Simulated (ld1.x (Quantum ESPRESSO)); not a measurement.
## Which change was made? (P, TM)

```
Element                 : P
Generator               : ld1.x (Quantum ESPRESSO) 7.5
Type                    : norm-conserving Troullier–Martins (Kleinman–Bylander form)
Functional              : LDA (PZ)
Relativity              : scalar-relativistic
Frozen core             : [Ne]
Valence charge          : 5
Reference configuration : 3s2 3p2.75 (charge +0.25)
Partial waves           : 3p (bound): rc 1.45 bohr; 3s (bound): rc 1.65 bohr
Local potential         : the s channel
Core correction         : none
```

Cutoffs, loose and tight: the cutoffs (Ry, on a coarse ladder) from which the occupation-weighted sum of valence levels, in a spherical-Bessel basis at the reference potential, stays within 10 and 1 mRy of its value at 400 Ry. They do not see the model core or the augmentation charge, which bear on the density cutoff. Test errors are all-electron minus pseudo excitation energies from the reference, over the configurations 3s2 3p3; 3s2 3p2; 3s2 3p1; 3s2 3p2.5; 3s2 3p3.3; 3s0 3p5; 3s1 3p3 (two spin-polarised tests are not counted in the largest error); variants that change the core or the reference have their own tests.

The base gives: outcome: generated; cutoff, loose: 35 Ry; cutoff, tight: 55 Ry; bound ghosts: none; largest test error (meV): +31.

(1) After one change the result is: outcome: generated; cutoff, loose: over 300 Ry; cutoff, tight: over 300 Ry; bound ghosts: none; largest test error (meV): +141. Which change was it?
A. wave 3p (bound): rc 1.45 bohr becomes 3p (bound): rc 2.14 bohr
B. wave 3p (bound): rc 1.45 bohr becomes 3p (bound): rc 0.90 bohr
C. wave 3p (bound): rc 1.45 bohr becomes 3p (bound): rc 1.26 bohr

## Answers

(1) B. The others give: wave 3p (bound): rc 1.45 bohr becomes 3p (bound): rc 2.14 bohr → outcome: generated; cutoff, loose: 21 Ry; cutoff, tight: 50 Ry; bound ghosts: none; largest test error (meV): +30 | wave 3p (bound): rc 1.45 bohr becomes 3p (bound): rc 1.26 bohr → outcome: generated; cutoff, loose: 60 Ry; cutoff, tight: 100 Ry; bound ghosts: none; largest test error (meV): +30.
